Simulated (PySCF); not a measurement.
Task: Write a Z-matrix for `C1[C@H](F)CC=1OC(F)(F)F` as optimised with GFN2-xTB.

Result: 
Z-matrix in Å and degrees, rows numbered from 1:
```
F 
C   1  1.3671
C   2  1.5117  1  115.51
C   3  1.3299  2   91.97  1   116.45
O   4  1.3789  3  136.55  2   176.84
C   5  1.3281  4  116.52  3     0.65
F   6  1.3246  5  109.28  4   179.33
F   6  1.3417  5  113.26  4   -61.16
F   6  1.3393  5  113.62  4    59.48
C   4  1.4983  3   96.60  2    -1.25
H   2  1.0926  1  106.93  3  -131.31
H   3  1.0714  2  132.02  1   -63.09
H  10  1.0874  2  113.27  1    -3.20
H  10  1.0872  2  116.09  1   125.65
```

The C–F distances run from 1.325 Å (C6–F7, drawn single) to 1.367 Å (F1–C2, drawn single), a spread of 0.042 Å. The C–O distances run from 1.328 Å (O5–C6, drawn single) to 1.379 Å (C4–O5, drawn single), a spread of 0.051 Å. The C–C distances run from 1.330 Å (C3=C4, drawn double) to 1.554 Å (C2–C10, drawn single), a spread of 0.224 Å. O5 (ether oxygen) is bent (angle 116.5°).

The geometry is computed with GFN2-xTB (gas phase).

Point group: C1 (no symmetry element, even within 0.4 Å). No frequency check. One conformer, not necessarily the lowest (C3–C4–O5–C6 1°).
